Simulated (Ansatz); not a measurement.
Ansatz (an electronic-structure program) input:

Ansatz 0.2 input:
```yaml
crystal:
  periodic: [false, false, false]
  atoms:
    - {symbol: B, position_ang: [0.29359114, 0.38171611, -0.25469691]}
    - {symbol: O, position_ang: [0.97171348, 1.39623629, 0.14185608]}
    - {symbol: C, position_ang: [-0.50497738, -0.85862383, -0.26341796]}
    - {symbol: O, position_ang: [-1.58109321, -1.17736007, -0.79631929]}
    - {symbol: H, position_ang: [0.82706995, 1.92397630, 0.93351454]}
    - {symbol: H, position_ang: [0.05570532, -1.64997824, 0.29884070]}
basis:
  gaussian:
    orbitals: def2-TZVP
hamiltonian:
  xc: b3lyp
  dispersion: d3bj
magnetization: {spin_polarized: true, initial_magnetization: 1}
relax: {f_tol: 0.002, max_steps: 150}
```

Question: Predict the final energy.

Answer: -214.66026 Eh (B3LYP-D3(BJ)/def2-TZVP). The basis has 136 functions.

It need not be the lowest isomer of its formula.
